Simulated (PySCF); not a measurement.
**Dipole moment and polarisability of cyclo-(SbH)3**

Cyclo-(SbH)3.
Cartesian coordinates in Å at the PBE0-D3(BJ)/def2-SVP level; atoms count from 1:
```xyz
6
Sb3H3 angstrom
Sb    -0.715   -0.727   -1.567
Sb    -1.285    1.246    0.416
Sb    -0.414   -1.358    1.198
H      0.918   -0.214   -1.695
H      0.326    1.835    0.379
H      1.233   -0.878    1.201
```

Level: CAM-B3LYP/def2-SVPD (PySCF), static field, nuclei fixed, core orbitals frozen in the response. The polarisability tensor in these axes (au):

```
x   110.79 -15.69   1.67
y   -15.69 154.11   0.58
z     1.67   0.58 158.99
```

Question: What are the eigenvalues, a third of the trace, and Δα (Δα² = ½Σ(αi − αj)² over the three pairs)?

Answer: Principal values 105.65, 159.04 and 159.20 au; mean 141.30 au = 20.94 Å³ = 23.30 × 10⁻⁴⁰ C²·m²/J; Δα = 53.47 au (38 % of the mean).

Question: What is the dipole moment, and where does it point?

Answer: (-0.24, -0.07, 0.00) D, 0.25 D in size, pointing from the negative to the positive side. Measured along this direction, the outermost atoms are H6, H5 and H4 at the negative end and Sb1, Sb2 and Sb3 at the positive end.

Question: What molar refraction does this α imply?

Answer: Lorentz–Lorenz: R = (4π/3)N_A α = 2.5225 cm³/(mol·Å³) × 20.94 Å³ = 52.8 cm³/mol, in the limit of long wavelengths.

Question: Find the Langevin capture rate constant for NH4+ (18.034 u) meeting this molecule (365.735 u), k = 2.342 × 10⁻⁹ cm³/s × √(α in Å³ / reduced mass in u).

Answer: The reduced mass is 17.19 u, so k = 2.58 × 10⁻⁹ cm³/s.

Question: Orientational against electronic polarisability at 500 K (dilute gas, rigid molecules)?

Answer: In Gaussian units μ²/3kT = 0.30 Å³ against 20.94 Å³, a ratio of 0.01; the Debye molar polarisation (4π/3)N_A(α + μ²/3kT) is 53.6 cm³/mol, leaving out the vibrational part.

Question: Refractivity n − 1 of an ideal gas of it at 350 K and 1 atm, from the electronic α?

Answer: N = p/kT = 2.0968 × 10¹⁹ cm⁻³, so n − 1 = 2π × N × 20.94 × 10⁻²⁴ cm³ = 2759 × 10⁻⁶ at long wavelengths, for an ideal gas.

Question: Rayleigh depolarisation ratio (linearly polarised light, static tensor)?

Answer: ρ = 3Δα²/(45ᾱ² + 4Δα²) = 8578.1/(898428 + 11437.5) = 0.00943.

One conformer (not necessarily the lowest) at the PBE0-D3(BJ)/def2-SVP geometry, without solvent, vibrations or thermal averaging. Atoms past krypton carry effective core potentials; spin–orbit coupling is left out.

The run behind these numbers computed excited states and ΔSCF ions as well. Time: 1.8 min of wall time (grids of density and orbitals included); peak memory 0.57 GiB. Hardware: an Arm Neoverse N1 with one thread, on a shared host.
